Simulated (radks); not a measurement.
Valence configurations of As I (all share [Ar]). Method: scalar-relativistic Kohn-Sham, r2SCAN, spin-unpolarised, spherical densities, finite nucleus; meta-GGA in the generalised Kohn-Sham scheme; Fermi nuclear charge, rms radius 4.0968 fm; computed with a radial shooting solver on a logarithmic mesh with Libxc functionals. Energies are relative to 3d10 4s2 4p3; eigenvalues in eV.

3d10 4s2 4p3: E (eV) 0.000; e(3d) -41.589; e(4p) -5.345; e(4s) -15.016
3d10 4s1 4p4: E (eV) 9.747; e(3d) -43.310; e(4p) -6.023; e(4s) -15.845
3d9.5 4s2 4p3.5: E (eV) 19.266; e(3d) -46.882; e(4p) -6.022; e(4s) -16.209
3d9.5 4s1 4p4.5: E (eV) 29.523; e(3d) -48.533; e(4p) -6.671; e(4s) -17.000
3d9 4s2 4p4: E (eV) 40.872; e(3d) -52.303; e(4p) -6.694; e(4s) -17.376
3d9 4s1.5 4p4.5: E (eV) 46.229; e(3d) -53.104; e(4p) -7.012; e(4s) -17.764
3d9 4s1 4p5: E (eV) 51.621; e(3d) -53.890; e(4p) -7.317; e(4s) -18.134
3d9 4s0.5 4p5.5: E (eV) 57.043; e(3d) -54.661; e(4p) -7.610; e(4s) -18.488
3d8 4s2 4p5: E (eV) 91.364; e(3d) -63.514; e(4p) -8.027; e(4s) -19.647
3d7 4s2 4p6: E (eV) 151.97; e(3d) -75.194; e(4p) -9.357; e(4s) -21.849

NIST lists [Ar] 3d10 4s2 4p3 as the ground configuration; this level of theory agrees among the configurations tried. The energies are those of spherical spin-averaged densities, not of single terms.
